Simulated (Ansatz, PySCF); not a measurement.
Torsion H5–O1–B2–I4 in BH2IO2 (SMILES OB(O)I); at each angle all else is relaxed with GFN2-xTB, and the levels are single points there.
Geometry at 0° (charge 0, multiplicity 1):
```tsv
atom	x (Å)	y (Å)	z (Å)
O	0.2149	1.3484	-0.1896
B	0.2231	0.0220	-0.1212
O	0.1463	-0.6788	-1.2468
I	0.3599	-0.9838	1.7978
H	0.2690	1.8789	0.6035
H	0.1502	-1.6343	-1.2287
```

On the grid 0° to 330°, 90° is the highest and 0° the lowest point at MP2/CBS(def2-TZVPP, def2-QZVPP) + ΔCCSD(T)/def2-TZVPP.

Correlated levels freeze the cores. Filled d and f shells under p-block atoms count as core.

The values were computed with Ansatz (Gaussian orbitals); PySCF for the dispersion terms. Each number belongs to the level named beside it. In def2 rows elements past Kr take small-core potentials, without spin–orbit coupling.

Problem. Give the energy at 90° less that at 0° at the level BLYP-D4/def2-TZVPP.

Solution. 35 kJ/mol

Ansatz is an electronic-structure program.
